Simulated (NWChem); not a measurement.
Molecule: MgSiH₃Cl; SMILES [SiH3][Mg][Cl]

```xyz
6

Mg    -0.0505    -0.3079     0.0001
Cl    -0.3971    -2.4917    -0.0004
Si     0.3495     2.2243     0.0006
H     -0.9292     2.9956    -0.1459
H      1.2454     2.6544    -1.1236
H      0.9945     2.6934     1.2716
```
Atoms are numbered in this order, from 1.

Coordinates come from a PBE0/def2-SVP optimisation.

Q: List the 6 lowest vertical singlet excitations from PBE/def2-SVPD, TDA (NWChem).

A: 
```csv
state,energy (eV),oscillator strength,leading excitation (squared amplitude)
S1,5.29,0.050,HOMO → LUMO+1 (0.76)
S2,5.29,0.050,HOMO → LUMO+2 (0.76)
S3,5.41,0.413,HOMO → LUMO (0.82)
S4,5.47,0.094,HOMO−2 → LUMO (0.80)
S5,5.47,0.094,HOMO−1 → LUMO (0.80)
S6,5.58,0.000,HOMO−1 → LUMO+1 (0.54)
```
